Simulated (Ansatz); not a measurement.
Diatomic SiAs, multiplicity 4 (an upper state: multiplicity 2 came lower at CCSD(T)/def2-TZVPP on PBE0 minima). No spin–orbit coupling. As is treated without relativity.

Constants: fifth-degree fit in 1/R to seven points, most abundant isotopes. In def2 and cc sets the state is the lowest found near the PBE0 minimum, followed along R.

Correlated levels freeze the inner cores; with def2 sets outer-core shells near the valence are correlated too.

The values were computed with Ansatz (a program for electronic structure) with Gaussian orbitals. 

| level | r_e (Å) | ω_e (cm⁻¹) | ω_e x_e (cm⁻¹) | dipole (D) |
|---|---|---|---|---|
| PBE/def2-TZVPP | 2.482 | 321 | 1.1 | 0.30 |
| PBE0/def2-TZVPP | 2.453 | 337 | 1.1 | 0.14 |
| wB97X-V/def2-TZVPP | 2.438 | ? | 1.1 | 0.00 |
| CCSD/def2-TZVPP | 2.454 | 335 | 1.3 | - |
| CCSD(T)/def2-TZVPP | ? | ? | 1.3 | - |

Some entries are withheld; supply them.


- CCSD(T)/def2-TZVPP, r_e (Å): 2.460
- CCSD(T)/def2-TZVPP, ω_e (cm⁻¹): 330
- wB97X-V/def2-TZVPP, ω_e (cm⁻¹): 348
